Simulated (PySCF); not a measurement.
Gas-phase reaction: I2 + 2 C3H7 (n-propyl) → 2 CH3I + C4H8 (cyclic)

Method: PySCF energies plus ideal-gas RRHO corrections (1 bar). † marks an energy on the PBE0/def2-TZVP geometry and frequencies; other levels use their own. MP2 and CCSD(T) freeze the core. Open shells (unrestricted): C3H7 (n-propyl) (multiplicity 2); the rest are closed-shell singlets. B3LYP is the form with VWN-RPA correlation. I: scalar-relativistic def2 core potential, no spin-orbit coupling. No R ln 2 is added for the mirror-image form of C3H7 (n-propyl). MP2 isn't extrapolated to the basis-set limit; its ΔH°(298 K) is -217.8 kJ in def2-SVP and -246.9 kJ in def2-TZVPP. CCSD(T) isn't extrapolated to the basis-set limit. The harmonic model lacks anharmonicity and excited electronic states, which grow with temperature; levels with a mode under 35 cm⁻¹ are left out. Internal rotation in C3H7 (n-propyl) is treated as a harmonic vibration of one conformer, which makes the entropy rough.

```tsv
level	ΔE electronic, kJ	ΔH°(298 K), kJ	ΔS°(298 K), J/K	ΔG°(1800 K), kJ
B3LYP/def2-TZVP†	-192	-179	-67	-30
BLYP/def2-TZVP†	-192	-179	-67	-30
CCSD(T)/def2-SVP†	-211	-198	-67	-49
M06-2X/def2-TZVP†	-221	-208	-67	-59
MP2/def2-TZVPP†	-260	-247	-67	-98
PBE/def2-SVP	-218	-206	-63	-65
PBE/def2-TZVP†	-214	-201	-67	-52
PBE0/def2-QZVP†	-204	-191	-67	-42
```
ΔH° is lowest at MP2/def2-TZVPP† and highest at BLYP/def2-TZVP†. No reference value is set beside these.
